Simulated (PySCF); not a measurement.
**Strontium: highly charged ions in a basis for the neutral atom**

Sr²³⁺ [Ne] 3s2 3p3, Sr²⁴⁺ [Ne] 3s2 3p2. Computed with PySCF 2.14 in x2c-SVPall (6s4p5d1f, 50 functions), with the spin-free X2C one-electron Hamiltonian (Gaussian nucleus). No spin-orbit coupling, so a gap to NIST mixes the basis error with missing relativistic terms.

Changed run: basis of the neutral atom used for a highly charged ion. This setting is unsound on purpose.

```
species  method  sound run (hartree)  changed run (hartree)  converged
  Sr²³⁺     UHF              not run            -2836.25995        yes
  Sr²³⁺  M06-2X              not run            -2837.16694        yes
  Sr²³⁺   M06-L              not run            -2836.93876        yes
  Sr²⁴⁺     UHF              not run            -2796.08714        yes
  Sr²⁴⁺  M06-2X              not run            -2796.96486        yes
  Sr²⁴⁺   M06-L              not run            -2796.71281        yes
```

Ionisation energy of Sr²³⁺:

```json
{"method": "UHF", "changed run (eV)": "1093.2", "NIST (eV)": "1105 ± 4"}
{"method": "M06-2X", "changed run (eV)": "1094.0", "NIST (eV)": "1105 ± 4"}
{"method": "M06-L", "changed run (eV)": "1094.6", "NIST (eV)": "1105 ± 4"}
```

The contracted functions were made for the neutral atom and can be too rigid for a highly charged ion.
